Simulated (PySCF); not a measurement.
# Telling isomers of C6H9ClOSi apart by NMR

Theoretical values (PySCF 2.14): GFN2-xTB geometry, NMR shieldings at PBE0/pcSseg-1/GIAO. Averaged over atoms made equivalent by symmetry, fast rotation or ring inversion, non-relativistic, isolated molecule, a single conformation.

Scale: ¹H and ¹³C against TMS (reference shieldings calculated alike). Where no couplings were computed, multiplicities follow the n + 1 count of equivalent neighbours, and m marks all less simple cases (inequivalent or close neighbours, rings, F or P nearby). Shifts are as computed. Against solution values, carbons near 30 ppm lie about +3 ppm off and those near 130 ppm about +5 ppm; carbons on Cl a further +6 ppm. Of 1309 compounds with measured shifts, 239 miss one by over three times the rms of a fit or turn the order of signals round; such compounds aren't used in these exercises. Carbons bonded to Cl come out too deshielded.

(1) Tabulate the signals of `CC1=C(C[SiH2]Cl)C(=O)C1`, `O=C[C@@H]1C=CCC[Si@@H]1Cl`, `[SiH3]OC1=CCC/C1=C\Cl` and their relative energies.

(2) What is the quickest way to tell CC1=C(C[SiH2]Cl)C(=O)C1 from O=C[C@@H]1C=CCC[Si@@H]1Cl?

(3) What is the quickest way to tell O=C[C@@H]1C=CCC[Si@@H]1Cl from [SiH3]OC1=CCC/C1=C\Cl?

(4) What is the quickest way to tell CC1=C(C[SiH2]Cl)C(=O)C1 from [SiH3]OC1=CCC/C1=C\Cl?

Answers

(1) 
| SMILES | carbon types | δC | δH | E rel. (kcal/mol) |
| --- | --- | --- | --- | --- |
| CC1=C(C[SiH2]Cl)C(=O)C1 | 3×C 2×CH2 1×CH3 | 189.9, 179.2, 148.6, 54.7, 18.3, 15.9 | 5.10 (t, 2H), 3.10 (s, 2H), 2.40 (s, 3H), 1.89 (t, 2H) | 11.9 |
| O=C[C@@H]1C=CCC[Si@@H]1Cl | 4×CH 2×CH2 | 198.6, 139.8, 132.2, 52.7, 25.4, 18.7 | 10.07 (d, 1H), 6.80 (m, 1H), 6.48 (m, 1H), 5.58 (m, 1H), 2.97 (m, 1H), 2.49 (m, 1H), 1.79 (m, 1H), 1.40 (m, 1H), 0.84 (m, 1H) | 0.0 |
| [SiH3]OC1=CCC/C1=C\Cl | 2×C 2×CH 2×CH2 | 160.7, 151.2, 122.1, 116.0, 29.6, 29.6 | 6.33 (s, 1H), 5.17 (t, 1H), 5.03 (s, 3H), 2.74 (m, 2H), 2.63 (m, 2H) | 29.1 |

Energies are electronic energies at PBE0/pcSseg-1 on these geometries, without zero-point or thermal terms, each for the one conformer computed, which needn't be the lowest.

(2) Both give the same number of carbon signals, but DEPT or the intensities differ. The first has a ketone carbonyl carbon (C) at 189.9 ppm, the second an aldehyde carbonyl carbon (CH) at 198.6 ppm. In the proton spectra the most deshielded non-exchanging signals are 5.10 (t, 2H) and 10.07 (d, 1H).

(3) Both give the same number of carbon signals, but DEPT or the intensities differ. The first has an aldehyde carbonyl carbon (CH) at 198.6 ppm, the second an alkene carbon bearing oxygen (C) at 160.7 ppm. In the proton spectra the most deshielded non-exchanging signals are 10.07 (d, 1H) and 6.33 (s, 1H).

(4) Both give the same number of carbon signals, but DEPT or the intensities differ. The first has an allylic methyl carbon (CH3) at 18.3 ppm, the second an alkene CH at 122.1 ppm. Their most deshielded carbons lie at 189.9 and 160.7 ppm. In the proton spectra the most deshielded non-exchanging signals are 5.10 (t, 2H) and 6.33 (s, 1H).
